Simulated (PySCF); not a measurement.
H₃Sn, SMILES `[SnH3]` (charge 0, multiplicity 2)

Calculation: M06-2X/def2-TZVP // B3LYP-D3(BJ)/def2-TZVP run with PySCF 2.14.0.

```json
{
  "highest_occupied_spin_orbital": "-7.19 eV",
  "dipole_moment": "0.50 D",
  "total_energy": "-215.9634 Ha",
  "cost": "roughly 40 core-seconds"
}
```

```xyz
4

Sn    -0.0011    -0.0005     0.4371
H     -0.4491     1.5594    -0.1450
H     -1.1252    -1.1687    -0.1499
H      1.5754    -0.3901    -0.1422
```
Charge 0, spin multiplicity 2.
